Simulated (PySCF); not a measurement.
C₄H₁₀O, charge +1, doublet, geometry from GFN2-xTB of the parent state (a state made from the parent by changing its charge; the spin is typed, not shown lowest); CAMB3LYP/def2-SV(P) in PySCF.

The PySCF input:
```python
from pyscf import gto, scf, dft

mol = gto.Mole()
mol.atom = '''
    C    -2.509527   -0.112710    0.133814
    C    -1.182413   -0.055656   -0.612560
    C     0.000062    0.001321    0.349161
    C     1.334924    0.058770   -0.385253
    O     2.370656    0.109114    0.573171
    H    -2.551461   -0.994627    0.768849
    H    -3.340932   -0.152860   -0.566055
    H    -2.630918    0.766607    0.762201
    H    -1.166251    0.825204   -1.258767
    H    -1.086781   -0.936324   -1.252118
    H    -0.078887    0.881797    0.988774
    H     0.000498   -0.877845    0.995415
    H     1.365873    0.949229   -1.031033
    H     1.446147   -0.830124   -1.024318
    H     3.219183    0.145687    0.120714
'''
mol.basis = 'def2-sv(p)'
mol.charge = 1
mol.spin = 1
mol.verbose = 4
mol.build()

mf = dft.UKS(mol)
mf.xc = 'camb3lyp'
mf.kernel()
mf.analyze()
```

The log (banner, timings and long lists left out):

```
PySCF version 2.14.0

[INPUT] verbose = 4
[INPUT] num. atoms = 15
[INPUT] num. electrons = 41
[INPUT] charge = 1
[INPUT] spin (= nelec alpha-beta = 2S) = 1
[INPUT] symmetry False subgroup None
[INPUT] Mole.unit = angstrom
[INPUT] Symbol           X                Y                Z      unit          X                Y                Z       unit  Magmom
[...]
nuclear repulsion = 185.584965039089
number of shells = 50
number of NR pGTOs = 160
number of NR cGTOs = 90
basis = def2-sv(p)
ecp = {}

******** <class 'pyscf.dft.uks.UKS'> ********
method = UKS
initial guess = minao
damping factor = 0
level_shift factor = 0
DIIS = <class 'pyscf.scf.diis.CDIIS'>
diis_start_cycle = 1
diis_space = 8
diis_damp = 0
SCF conv_tol = 1e-09
SCF conv_tol_grad = None
SCF max_cycles = 50
direct_scf = True
direct_scf_tol = 1e-13
number electrons alpha = 21  beta = 20
XC library pyscf.dft.libxc version 7.1.2
    S. Lehtola, C. Steigemann, M. J. T. Oliveira, and M. A. L. Marques,  SoftwareX 7, 1–5 (2018)
XC functionals = camb3lyp
    T. Yanai, D. P. Tew, and N. C. Handy,  Chem. Phys. Lett. 393, 51 (2004)
radial grids:
    Treutler-Ahlrichs [JCP 102, 346 (1995); DOI:10.1063/1.469408] (M4) radial grids

becke partition: Becke, JCP 88, 2547 (1988); DOI:10.1063/1.454033
pruning grids: <function nwchem_prune>
grids dens level: 3
symmetrized grids: False
atomic radii adjust function: <function treutler_atomic_radii_adjust>
small_rho_cutoff = 0
Set gradient conv threshold to 3.16228e-05
tot grids = 168640
init E= -233.752904730191

cycle= 1 E= -232.869020737738  delta_E= 0.884  |g|= 0.383  |ddm|= 2.48
cycle= 2 E= -232.840183711024  delta_E= 0.0288  |g|= 0.534  |ddm|= 0.839
cycle= 3 E= -232.947894047757  delta_E= -0.108  |g|= 0.0671  |ddm|= 0.472
cycle= 4 E= -232.950342205367  delta_E= -0.00245  |g|= 0.0582  |ddm|= 0.108
cycle= 5 E= -232.951981849742  delta_E= -0.00164  |g|= 0.0233  |ddm|= 0.0577
cycle= 6 E= -232.952661679588  delta_E= -0.00068  |g|= 0.0149  |ddm|= 0.0511
cycle= 7 E= -232.953146146588  delta_E= -0.000484  |g|= 0.00563  |ddm|= 0.0611
cycle= 8 E= -232.953276491258  delta_E= -0.00013  |g|= 0.00226  |ddm|= 0.0303
cycle= 9 E= -232.953344171941  delta_E= -6.77e-05  |g|= 0.00114  |ddm|= 0.0251
cycle= 10 E= -232.953374262721  delta_E= -3.01e-05  |g|= 0.000571  |ddm|= 0.0213
cycle= 11 E= -232.95337986184  delta_E= -5.6e-06  |g|= 0.000312  |ddm|= 0.00939
cycle= 12 E= -232.953380624306  delta_E= -7.62e-07  |g|= 0.000161  |ddm|= 0.00286
cycle= 13 E= -232.95338088673  delta_E= -2.62e-07  |g|= 0.000101  |ddm|= 0.00285
cycle= 14 E= -232.953380894631  delta_E= -7.9e-09  |g|= 2.82e-05  |ddm|= 0.000303
cycle= 15 E= -232.953380895911  delta_E= -1.28e-09  |g|= 8.48e-06  |ddm|= 0.000161
cycle= 16 E= -232.953380896029  delta_E= -1.18e-10  |g|= 5.16e-06  |ddm|= 4.07e-05
Extra cycle  E= -232.953380896033  delta_E= -4.55e-12  |g|= 6.17e-06  |ddm|= 1.09e-05
converged SCF energy = -232.953380896033  <S^2> = 0.75461839  2S+1 = 2.0046131
**** SCF Summaries ****
Total Energy =                        -232.953380896033394
Nuclear Repulsion Energy =             185.584965039088530
One-electron Energy =                 -672.864816730914868
Two-electron Energy =                  254.326470795792972
Two-electron Coulomb Energy =          287.857610449709739
DFT Exchange-Correlation Energy =      -33.531139653916767
**** MO energy ****
                             alpha | beta                alpha | beta
[...]
To work with the spin densities directly, `use mulliken_meta_spin()` only printing them here.

 ** Mulliken spin pop alpha/beta on meta-lowdin orthogonal AOs **
 ** Mulliken Spin Density (per AO)  **
spin_pop of  0 C 1s       -0.00000
spin_pop of  0 C 2s       -0.00004
spin_pop of  0 C 3s        0.00000
spin_pop of  0 C 2px      -0.00019
spin_pop of  0 C 2py       0.00159
spin_pop of  0 C 2pz      -0.00010
spin_pop of  0 C 3px      -0.00000
spin_pop of  0 C 3py       0.00002
spin_pop of  0 C 3pz       0.00000
spin_pop of  0 C 3dxy      0.00000
[...]
spin_pop of  2 C 2s       -0.00097
spin_pop of  2 C 3s        0.00004
spin_pop of  2 C 2px      -0.00075
spin_pop of  2 C 2py       0.01191
spin_pop of  2 C 2pz      -0.00215
spin_pop of  2 C 3px      -0.00004
spin_pop of  2 C 3py       0.00017
spin_pop of  2 C 3pz       0.00002
spin_pop of  2 C 3dxy     -0.00001
spin_pop of  2 C 3dyz      0.00017
spin_pop of  2 C 3dz^2     0.00000
spin_pop of  2 C 3dxz     -0.00001
spin_pop of  2 C 3dx2-y2    0.00002
spin_pop of  3 C 1s       -0.00000
spin_pop of  3 C 2s       -0.00951
spin_pop of  3 C 3s        0.00031
spin_pop of  3 C 2px      -0.00885
spin_pop of  3 C 2py       0.07505
spin_pop of  3 C 2pz      -0.01988
spin_pop of  3 C 3px      -0.00005
spin_pop of  3 C 3py       0.00241
spin_pop of  3 C 3pz       0.00040
spin_pop of  3 C 3dxy     -0.00031
spin_pop of  3 C 3dyz      0.00182
spin_pop of  3 C 3dz^2    -0.00002
spin_pop of  3 C 3dxz     -0.00013
spin_pop of  3 C 3dx2-y2    0.00020
spin_pop of  4 O 1s       -0.00000
spin_pop of  4 O 2s        0.01512
spin_pop of  4 O 3s       -0.00015
spin_pop of  4 O 2px       0.01850
spin_pop of  4 O 2py       0.67783
spin_pop of  4 O 2pz       0.00540
spin_pop of  4 O 3px       0.00026
spin_pop of  4 O 3py       0.00111
spin_pop of  4 O 3pz       0.00020
spin_pop of  4 O 3dxy      0.00001
spin_pop of  4 O 3dyz      0.00021
spin_pop of  4 O 3dz^2     0.00017
spin_pop of  4 O 3dxz      0.00005
spin_pop of  4 O 3dx2-y2   -0.00038
spin_pop of  5 H 1s        0.00063
spin_pop of  5 H 2s        0.00002
spin_pop of  6 H 1s       -0.00012
spin_pop of  6 H 2s        0.00000
spin_pop of  7 H 1s        0.00063
spin_pop of  7 H 2s        0.00002
spin_pop of  8 H 1s       -0.00023
spin_pop of  8 H 2s        0.00001
spin_pop of  9 H 1s       -0.00023
spin_pop of  9 H 2s        0.00001
spin_pop of  10 H 1s        0.01627
spin_pop of  10 H 2s        0.00003
spin_pop of  11 H 1s        0.01627
spin_pop of  11 H 2s        0.00003
spin_pop of  12 H 1s        0.10595
spin_pop of  12 H 2s        0.00217
spin_pop of  13 H 1s        0.10595
spin_pop of  13 H 2s        0.00217
spin_pop of  14 H 1s       -0.01797
spin_pop of  14 H 2s       -0.00053
 ** Mulliken Spin Density (per atom)  **
spin density of  0 C =      0.00128
spin density of  1 C =     -0.00050
spin density of  2 C =      0.00840
spin density of  3 C =      0.04143
spin density of  4 O =      0.71833
spin density of  5 H =      0.00065
spin density of  6 H =     -0.00012
spin density of  7 H =      0.00065
spin density of  8 H =     -0.00022
spin density of  9 H =     -0.00022
spin density of  10 H =      0.01629
spin density of  11 H =      0.01629
spin density of  12 H =      0.10812
spin density of  13 H =      0.10812
spin density of  14 H =     -0.01850
 ** Mulliken pop alpha/beta on meta-lowdin orthogonal AOs **
 ** Mulliken pop       alpha | beta **
In total            21.00000 | 20.00000
 ** Mulliken atomic charges   ( Nelec_alpha | Nelec_beta ) **
charge of  0C =     -0.26496  (     3.13312      3.13184 )
charge of  1C =     -0.15121  (     3.07536      3.07586 )
charge of  2C =     -0.15710  (     3.08275      3.07435 )
charge of  3C =      0.05759  (     2.99192      2.95049 )
charge of  4O =     -0.04868  (     4.38351      3.66518 )
charge of  5H =      0.10034  (     0.45015      0.44950 )
charge of  6H =      0.11648  (     0.44170      0.44182 )
charge of  7H =      0.10034  (     0.45015      0.44950 )
charge of  8H =      0.09145  (     0.45416      0.45438 )
charge of  9H =      0.09146  (     0.45416      0.45438 )
charge of  10H =      0.12821  (     0.44404      0.42775 )
charge of  11H =      0.12820  (     0.44404      0.42775 )
charge of  12H =      0.20744  (     0.45034      0.34222 )
charge of  13H =      0.20744  (     0.45034      0.34222 )
charge of  14H =      0.39298  (     0.29426      0.31276 )

WARN: System has nonzero charge 1; the dipole moment is origin-dependent.
Location of origin: [0. 0. 0.]

Dipole moment(X, Y, Z, Debye):  7.23761,  0.32068, -1.54655
```
